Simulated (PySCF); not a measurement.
Ligand exchange on a metal centre used in film growth or etching (Ti Cl-F). All species are isolated molecules in the gas phase.

Calculation: PySCF with B3LYP-D3(BJ)/def2-TZVP // TPSS-D3(BJ)/def2-SVP. All candidates: neutral, multiplicity 1. B3LYP has the VWN-RPA correlation part, as in Gaussian. 

```
Item              Value
-------------  --------
HOMO–LUMO gap   5.66 eV
LUMO           -3.93 eV
HOMO           -9.59 eV
```

Identify which member has these values.
A. [Ti(Cl)4]
B. [Ti(F)4]
C. [Ti(Cl)2(F)2]
D. [Ti(Cl)3(F)]

C, [Ti(Cl)2(F)2]. The others give [Ti(Cl)4]: 5.31 eV, -4.03 eV, -9.34 eV; [Ti(Cl)3(F)]: 5.38 eV, -4.00 eV, -9.38 eV; [Ti(F)4]: 8.69 eV, -3.54 eV, -12.23 eV
